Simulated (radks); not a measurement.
The numbers below are computed, except where a source is named.
Task: The mean radii <r> (bohr) of the occupied orbitals of an atom or ion are listed with their occupations. Level of theory: scalar-relativistic Kohn-Sham, BLYP, spin-polarised, spherical densities, finite nucleus; Fermi nuclear charge, rms radius of each element as measured or else 0.836 A^(1/3) + 0.57 fm (a radial shooting solver on a logarithmic mesh with Libxc functionals).

| orbital | occ. | <r> |
|---|---|---|
| 1s up | 1 | 0.03263 |
| 1s down | 1 | 0.03263 |
| 2s up | 1 | 0.1419 |
| 2s down | 1 | 0.1419 |
| 2p up | 3 | 0.1237 |
| 2p down | 3 | 0.1237 |
| 3s up | 1 | 0.3908 |
| 3s down | 1 | 0.3908 |
| 3p up | 3 | 0.3906 |
| 3p down | 3 | 0.3906 |
| 3d up | 5 | 0.3705 |
| 3d down | 5 | 0.3704 |
| 4s up | 1 | 0.9803 |
| 4s down | 1 | 0.9790 |
| 4p up | 3 | 1.082 |
| 4p down | 3 | 1.081 |
| 4d up | 5 | 1.565 |
| 4d down | 3 | 1.590 |
| 5p up | 1 | 4.660 |

Name the element and its charge. Open shells, if any, are filled with parallel spins first.

Result: Z = 45, rhodium, charge 0: Rh in [Kr] 4d8 5p1. The 1s radius gives Z: for a bare nucleus <r> = (2 gamma + 1)/(2Z) with gamma = sqrt(1 - (Z/c)^2), 0.0321 bohr for Z = 45, and screening makes it slightly larger (0.03263 here). The occupations add up to 45, and the charge is Z minus that.
